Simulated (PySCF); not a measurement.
# Correlation energy of Ag⁺ (silver, charge +1)

[Kr] 4d9 5p1, one real determinant (an excited configuration). Computed with PySCF 2.14 in x2c-TZVPPall (8s6p6d2f1g, 79 functions), with the spin-free X2C one-electron Hamiltonian (Gaussian nucleus). Frozen: [Kr]; 10 electrons correlated.

MP2 pair energies summed by pair of shells (mhartree):

```tsv
pair	energy	share (%)
4d-4d	-278.20	92.6
4d-5p	-22.31	7.4
```

Total MP2 correlation energy: -300.52 mhartree.

Same-spin part -112.26 and opposite-spin part -188.26 mhartree; SCS-MP2 scales them by 1/3 and 6/5 to -263.33 mhartree.

The basis was made for the ground configuration and has no added diffuse functions, which can raise the energy of the promoted electron.

The reference is one real determinant that mixes LS terms of this configuration.
